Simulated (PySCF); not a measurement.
## Spin states of TlCd

Unrestricted PBE0; basis Tl def2-SVP with ECP60, Cd def2-SVP with ECP28; scalar-relativistic core potentials; PySCF 2.14. Outer shells of the fragments: Tl 5d10 6s2 6p1; Cd 4d10 5s2.

Followed along the bond (rough minima from three points):

```
2Ms+1   unpaired  ⟨S²⟩ at the start  R at minimum (Å)  Te (eV)
    2        π ↑               0.75              3.12     0.00
    2        σ ↑               0.76              3.61     0.14
    4  σ ↑↑, π ↑               3.75              2.92     2.72
```

Solutions found at the starting distance of 2.830 Å, counted from the lowest of them; the search is not exhaustive and high or unbound solutions are not listed, so other states can lie among these:

```
2Ms+1   unpaired   term  E (eV)  ⟨S²⟩  ⟨Lz²⟩  μ (D)
    2        π ↑     ²Π    0.00  0.75   1.00   0.37
    2        σ ↑    ²Σ⁺    0.40  0.76   0.00  -1.88
    4  σ ↑↑, π ↑     ⁴Π    2.66  3.75   1.00   0.41
    4  σ ↑, π ↑↑    ⁴Σ⁻    2.75  3.75   0.00   1.33
    2  σ ↑↑, π ↓  mixed    3.06  1.76   1.00   1.02
    2  σ ↑, π ↑↓  mixed    3.16  1.75   2.01   1.66
    2  σ ↓, π ↑↑  mixed    3.26  1.76   0.00   2.44
    2        σ ↑  mixed    3.55  0.92   2.00   1.09
    4  σ ↑, π ↑↑  mixed    4.40  3.76   2.01  -0.57
    4      σ ↑↑↑    ⁴Σ⁺    6.26  3.75   0.00   0.96
```

A term symbol is given only where ⟨S²⟩ and ⟨Lz²⟩ are close to those of a pure state; real π, δ and φ orbitals otherwise mix terms. A positive dipole means Tl(−)Cd(+).

**Question.** Compare the gap between the two lowest followed solutions at the starting distance with the gap between their minima.

**Answer.** At PBE0 the second solution (doublet, unpaired electrons σ ↑) lies +0.40 eV from the first (doublet, unpaired electrons π ↑) at 2.830 Å and +0.14 eV at the minima; the two curves relax by different amounts, since their minima lie near 3.61 and 3.12 Å.

Spin–orbit coupling is left out, which matters for elements this heavy, above all for dissociation energies. Counting both spins, an empty level lies below a filled one in some of these solutions, because spin and occupation are held.
